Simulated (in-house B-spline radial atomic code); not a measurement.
How numerical settings move a run on the cadmium ion Cd⁺, [Kr] 4d10 5s1. Computed with an all-electron radial atomic-structure program (B-spline basis): Dirac-Kohn-Sham PBE0, spherical fractional occupations, Fermi nucleus of rms radius 4.6087 fm.

Command:
```bash
python run_scf.py task.json out
```
Settings of the sound reference run:
```
Z                48
electrons        47
configuration    [Kr] 4d10 5s1
hamiltonian      dirac
method           pbe0
spin_polarised   False
nucleus          fermi
rms_radius       4.6087
mass_number      114
atomic_mass      113.9034
speed_of_light   137.036
knot_spacing     0.22
spline_order     8
gauss_points     12
box_radius       35.29
max_iterations   70
damping          0.5
damped_steps     3
diis_vectors     10
tolerance        1e-08
start            Thomas-Fermi
```

Run time, properties included: 1.1 s on 1 thread of AMD EPYC 9R45, with other jobs on the host.

It converges in 10 iterations to -5595.536005 hartree, with 5s1/2 at -12.7858 eV. The other runs change the listed settings, some to values that make no sense; their results aren't properties of the atom or ion. Radii are in bohr (the nuclear one in fm), a minus after a letter asks for a j subshell, and «unchanged» means within 1e-8 hartree. The run stops when the residual is below 10 × tolerance × max(1, Z/10), or a noise floor if that is larger, and the energy moves by less than 1e-8 × √|E| hartree; so very loose and very tight tolerances often act alike.

```tsv
changed settings	outcome
box_radius = 70.58, max_iterations = 50, diis_vectors = 1, tolerance = 1e-05	not converged after 50 iterations, last residual 9.2e-01, last energy +5.47e+01 hartree from the reference
box_radius = 5.29	converged in 9 iterations, energy +2.09e-02 hartree from the reference, 5s1/2 level +8.0e-01 eV (the program warns: 5s1/2 reaches the box edge; 4d3/2 reaches the box edge)
gauss_points = 16	converged in 10 iterations, energy unchanged
box_radius = 7.06	converged in 10 iterations, energy +1.43e-03 hartree from the reference, 5s1/2 level +7.7e-02 eV (the program warns: 5s1/2 reaches the box edge; 4d3/2 reaches the box edge)
gauss_points = 4	converged in 10 iterations, energy +3.02e-06 hartree from the reference, 5s1/2 level +4.4e-07 eV
method = hf, speed_of_light = 52.81367	converged in 11 iterations to -6983.9422 hartree, a different physical problem
spline_order = 5, max_iterations = 100, damping = 0.8, damped_steps = 0	converged in 8 iterations, energy +9.92e-05 hartree from the reference, 5s1/2 level +1.5e-05 eV
box_radius = 2.12	converged in 8 iterations, energy +6.10e+00 hartree from the reference, 5s1/2 level +7.9e+01 eV (the program warns: 5s1/2 has a positive eigenvalue: unbound, held by the box; 4d3/2 has a positive eigenvalue: unbound, held by the box)
first_knot = 0.000208, max_iterations = 12, damped_steps = 30	not converged after 12 iterations, last residual 1.7e-05, last energy -2.14e-04 hartree from the reference
electrons = 49, configuration = [Kr] 4d10 5s3, max_iterations = 100	stopped with error: shell 5s holds at most 2 electrons
gauss_points = 3	converged in 9 iterations, energy +2.60e-04 hartree from the reference, 5s1/2 level -3.4e-05 eV
electrons = 50, configuration = [Kr] 4d10 5s1 6s3, max_iterations = 50	stopped with error: shell 6s holds at most 2 electrons
```

Question: What happens with box_radius = 1.41?

Answer: Converged in 8 iterations, energy +4.57e+01 hartree from the reference, 5s1/2 level +3.7e+02 eV (the program warns: 5s1/2 has a positive eigenvalue: unbound, held by the box; 4p1/2 has a positive eigenvalue: unbound, held by the box).

Question: What happens with box_radius = 3.53?

Answer: Converged in 9 iterations, energy +3.35e-01 hartree from the reference, 5s1/2 level +8.1e+00 eV (the program warns: 5s1/2 reaches the box edge; 4s1/2 reaches the box edge).

Question: What happens with knot_spacing = 0.15, box_radius = 5.29, max_iterations = 75?

Answer: Converged in 9 iterations, energy +2.05e-02 hartree from the reference, 5s1/2 level +7.9e-01 eV (the program warns: 5s1/2 reaches the box edge; 4d3/2 reaches the box edge).

Question: What happens with gauss_points = 4, max_iterations = 75, start = bare nucleus?

Answer: Converged in 12 iterations, energy +3.02e-06 hartree from the reference, 5s1/2 level +1.6e-06 eV.
